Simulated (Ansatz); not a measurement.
Ansatz (an electronic-structure program) input file for C6H5, SMILES c1c[c]ccc1, multiplicity 2, PBE-D3(BJ)/def2-SVP. 

Ansatz 0.2 input:
```yaml
crystal:
  periodic: [false, false, false]
  atoms:
    - {symbol: C, position_ang: [0.00000000, -0.00000001, -1.39697632]}
    - {symbol: C, position_ang: [0.00000000, -1.22571152, -0.77066237]}
    - {symbol: C, position_ang: [0.00000000, -1.21273898, 0.63095292]}
    - {symbol: C, position_ang: [0.00000000, 0.00000002, 1.32205146]}
    - {symbol: C, position_ang: [0.00000000, 1.21273898, 0.63095291]}
    - {symbol: C, position_ang: [0.00000000, 1.22571151, -0.77066238]}
    - {symbol: H, position_ang: [0.00000000, -2.16761091, -1.32573670]}
    - {symbol: H, position_ang: [0.00000000, -2.15756348, 1.18153949]}
    - {symbol: H, position_ang: [0.00000000, 0.00000002, 2.41445721]}
    - {symbol: H, position_ang: [0.00000000, 2.15756349, 1.18153945]}
    - {symbol: H, position_ang: [0.00000000, 2.16761090, -1.32573674]}
basis:
  gaussian:
    orbitals: def2-SVP
hamiltonian:
  xc: pbe
  dispersion: d3bj
magnetization: {spin_polarized: true, initial_magnetization: 1}
relax: {f_tol: 0.002, max_steps: 200}
```

Log of the run:

```
WARN ansatz: RAYON_NUM_THREADS=1 ignored (pool sized by the plan → 1); use --threads N
Functional definition: PBE
integrals: 0.05 GiB planned
1238 factors; their error is unknown
mean field: 0.39 GiB planned
mean field evaluation 1: about -6279.1278 eV, gradient 4.0e1 eV
mean field evaluation 2: about -6271.1166 eV, gradient 5.7e1 eV
mean field evaluation 4: about -6288.1724 eV, gradient 6.2e0 eV
mean field evaluation 8: about -6288.3177 eV, gradient 2.6e-1 eV
mean field evaluation 16: about -6288.3181 eV, gradient 6.2e-5 eV
mean field -6288.31809168 eV, -231.0914274942 hartree, gradient 1.9e-5 eV, S^2 0.756238; 0 other end points of the search recorded, 0 dependent functions left out
the calculation of the forces begins
reference -6288.31812015 eV, -231.0914285403 hartree; 21, 20 occupied and 88, 89 virtual orbitals, 1238 factors
relax step   1: F+E_penalty+E_count = -6288.59457207 eV  Δ(F+E_penalty+E_count) = +0.000e0 eV  max|allowed force component| = 3.434e-1 eV/Å  Δτ_max = 0.0000 Å  (35 SCF iters, accepted)
these checks for a lower state are left out or cut short: starts, cluster_reference, orbital_swaps, neighbouring_geometries, increment
integrals: 0.05 GiB planned
1238 factors; their error is unknown
mean field: 0.39 GiB planned
mean field -6288.33711280 eV, -231.0921265076 hartree, gradient 2.0e-5 eV, S^2 0.756382; 0 other end points of the search recorded, 0 dependent functions left out
the calculation of the forces begins
reference -6288.33714150 eV, -231.0921275622 hartree; 21, 20 occupied and 88, 89 virtual orbitals, 1238 factors
relax step   2: F+E_penalty+E_count = -6288.61275095 eV  Δ(F+E_penalty+E_count) = -1.818e-2 eV  max|allowed force component| = 8.377e-2 eV/Å  Δτ_max = 0.0140 Å  (38 SCF iters, accepted)
these checks for a lower state are left out or cut short: starts, cluster_reference, orbital_swaps, neighbouring_geometries, increment
integrals: 0.05 GiB planned
1238 factors; their error is unknown
mean field: 0.39 GiB planned
mean field evaluation 32: about -6288.3388 eV, gradient 2.0e-5 eV
mean field -6288.33882902 eV, -231.0921895773 hartree, gradient 2.0e-5 eV, S^2 0.756429; 0 other end points of the search recorded, 0 dependent functions left out
the calculation of the forces begins
reference -6288.33885780 eV, -231.0921906350 hartree; 21, 20 occupied and 88, 89 virtual orbitals, 1238 factors
relax step   3: F+E_penalty+E_count = -6288.61416051 eV  Δ(F+E_penalty+E_count) = -1.410e-3 eV  max|allowed force component| = 9.916e-3 eV/Å  Δτ_max = 0.0048 Å  (30 SCF iters, accepted)
these checks for a lower state are left out or cut short: starts, cluster_reference, orbital_swaps, neighbouring_geometries, increment
integrals: 0.05 GiB planned
1238 factors; their error is unknown
mean field: 0.39 GiB planned
mean field -6288.33883738 eV, -231.0921898846 hartree, gradient 5.9e-5 eV, S^2 0.756427; 0 other end points of the search recorded, 0 dependent functions left out
the calculation of the forces begins
reference -6288.33886616 eV, -231.0921909423 hartree; 21, 20 occupied and 88, 89 virtual orbitals, 1238 factors
relax step   4: F+E_penalty+E_count = -6288.61416741 eV  Δ(F+E_penalty+E_count) = -6.903e-6 eV  max|allowed force component| = 1.789e-3 eV/Å  Δτ_max = 0.0008 Å  (25 SCF iters, accepted)
integrals: 0.05 GiB planned
1238 factors; their error is unknown
mean field: 0.39 GiB planned
mean field -6288.33883738 eV, -231.0921898846 hartree, gradient 5.9e-5 eV, S^2 0.756427; 1 other end points of the search recorded, 0 dependent functions left out
the calculation of the forces begins
reference -6288.33886616 eV, -231.0921909423 hartree; 21, 20 occupied and 88, 89 virtual orbitals, 1238 factors
Total energy: -6288.61419619 eV, -231.1023091341 hartree
Atom 0 at    -0.000000    -0.000000    -1.406790 Å, force    -0.000000    -0.000000    -0.000310 eV/Å
Atom 1 at     0.000000    -1.233287    -0.778302 Å, force    -0.000000     0.000106    -0.000605 eV/Å
Atom 2 at     0.000000    -1.220965     0.634633 Å, force     0.000000     0.001581    -0.000386 eV/Å
Atom 3 at     0.000000     0.000000     1.330046 Å, force    -0.000000    -0.000000     0.001789 eV/Å
Atom 4 at     0.000000     1.220965     0.634632 Å, force    -0.000000    -0.001581    -0.000386 eV/Å
Atom 5 at     0.000000     1.233287    -0.778302 Å, force     0.000000    -0.000106    -0.000605 eV/Å
Atom 6 at    -0.000000    -2.184077    -1.334843 Å, force     0.000000    -0.000113     0.000336 eV/Å
Atom 7 at    -0.000000    -2.174057     1.187483 Å, force    -0.000000    -0.000211     0.000090 eV/Å
Atom 8 at    -0.000000     0.000000     2.430522 Å, force    -0.000000     0.000000    -0.000351 eV/Å
Atom 9 at    -0.000000     2.174057     1.187483 Å, force     0.000000     0.000211     0.000090 eV/Å
Atom 10 at    -0.000000     2.184077    -1.334843 Å, force     0.000000     0.000113     0.000336 eV/Å
Dipole moment:     0.000000     0.000000     0.180600 e Å
```

The calculation finished and met its thresholds.

Cost: about 17 core-seconds (a rough figure).
